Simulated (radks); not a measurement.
Problem. These are the eigenvalues of the occupied orbitals of an atom or ion with whole-number occupations (hartree). All-electron calculation, Dirac Kohn-Sham, PBE, spin-unpolarised, spherical densities, point nucleus. Program: a radial shooting solver on a logarithmic mesh with Libxc functionals.

1s1/2: -2630.244
2s1/2: -455.9819
2p1/2: -436.2648
2p3/2: -383.3508
3s1/2: -105.8214
3p1/2: -97.03386
3p3/2: -85.54258
3d3/2: -70.81054
3d5/2: -68.31663
4s1/2: -22.35253
4p1/2: -18.68819
4p3/2: -16.00750
4d3/2: -9.99870
4d5/2: -9.50348
5s1/2: -3.46657
5p1/2: -2.36050
5p3/2: -1.95724
4f5/2: -1.94236
4f7/2: -1.85007
5d3/2: -0.54524
5d5/2: -0.51026
6p1/2: -0.30830
6p3/2: -0.27477

Which element is it, and in what charge state? The configuration may be excited. Open shells, if any, are shared by 2j + 1.

Solution. Z = 75, rhenium, charge +1: Re+ in [Xe] 4f14 5d5 6p1. The list shows which subshells hold electrons but not how many an open one holds; the 1s level, -2630.2 hartree, gives Z - s = 72.5 by -(Z - s)^2/2, which with screening and relativity narrows Z to a few neighbours, and the depths of the outer levels then fix element, charge and occupations together.
